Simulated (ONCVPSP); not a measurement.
**osmium, ONCV: configuration errors across variants**

```
Element                 : osmium (Os)
Generator               : ONCVPSP 4.0.1
Type                    : optimised norm-conserving Vanderbilt (ONCV)
Functional              : LDA (Perdew-Zunger)
Relativity              : scalar-relativistic
Frozen core             : [Kr] 4d10 4f14
Valence charge          : 16
Reference configuration : 5s2 5p6 5d6 6s2
Partial waves           : 5s+6s: rc 1.50 bohr, ncon 4, nbas 7, qcut 9.3 1/bohr, 2 projectors; 5p: rc 1.65 bohr, ncon 4, nbas 8, qcut 6.7 1/bohr, 2 projectors, debl 2.3 Ha; 5d: rc 2.30 bohr, ncon 4, nbas 9, qcut 7.6 1/bohr, 1 projector
Local potential         : polynomial inside 1.25 bohr (lpopt 5, dvloc0 0 Ha)
Core correction         : Teter function, fcfact 5.5, rcfact 1.05
```

All-electron excitation energies from the reference (eV): (1) 5s2 5p6 5d6 6s1 9.864; (2) 5s2 5p6 5d6 6s0 27.147; (3) 5s2 5p6 5d5 6s0 56.302; (4) 5s2 5p6 5d6 6s0 6p2 10.630.

2 further variants failed, have other tests or another functional or relativity, and are left out.

Errors AE − PS in meV (a dash: test not solved or not reliable):

```csv
change,(1),(2),(3),(4),bound ghosts,GHOST(+) flags above zero
base,-3.0,-7.5,-10,-1.3,none,s
p: qcut 9.6,-3.0,-7.6,-11,-1.6,none,s
"core correction Teter function, fcfact 5.5, rcfact 1.98",-8.8,-44,-129,-18,none,s
```

(1) Give the same row for: core correction Teter function, fcfact 5, rcfact 1.

Results:

(1) -3.0, -7.3, -10, -1.3; bound ghosts: none; GHOST(+) flags above zero: s.
